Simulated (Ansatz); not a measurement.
Mulliken charges of CH3BClNOTe (`OC1([TeH])NB1Cl`) from ωB97M-V/def2-TZVPP in Ansatz (PBE0-D4/def2-TZVP geometry).

| atom | x (Å) | y (Å) | z (Å) | charge (e) |
| --- | --- | --- | --- | --- |
| O1 | -0.218 | -1.282 | 0.820 | -0.285 |
| C2 | -0.109 | -0.181 | -0.031 | -0.002 |
| Te3 | 0.849 | -0.675 | -1.910 | 0.026 |
| N4 | 0.264 | 1.019 | 0.658 | -0.093 |
| B5 | -0.984 | 1.087 | 0.146 | 0.102 |
| Cl6 | -2.400 | 2.050 | -0.003 | -0.084 |
| H7 | -0.563 | -2.020 | 0.307 | 0.195 |
| H8 | 2.166 | -1.361 | -1.166 | -0.007 |
| H9 | 1.084 | 1.316 | 1.161 | 0.146 |

Task: By hand: the dipole of these point charges (1 e Å = 4.8032 D).

Result: Σ q r = (0.194, 0.000, -0.092) e Å, of length 0.215 e Å = 1.03 D.

Task: How does the dipole of the full density compare? (An estimate is asked.)

Result: The calculation gave: (0.141, 0.029, 0.062) e Å, 0.75 D; the point charges give 1.37 times that, at 50° from its direction.

Point charges leave out the atoms' own dipoles, such as those of lone pairs, and Mulliken's split depends on the basis, so the two needn't agree.
